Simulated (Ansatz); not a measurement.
Harmonic frequencies (cm⁻¹) at PBE0-D4/def2-TZVP from Ansatz: 162, 180, 195, 205, 286, 297, 310, 339, 660, 710, 725, 731, 807, 846, 1562, 1571, 3607, 3611, 3707, 3713, 3920.

Each molecule was computed in one conformer, which needn't be the lowest.

Task: Which molecule is it?
A. `[NH2][Ga]([NH2])[OH]`
B. `[NH2][Ga]([NH2])[F]`
C. `[SiH3][O][Ga]([Br])[Br]`
D. `C[S][Ga]([F])[F]`

Result: A.
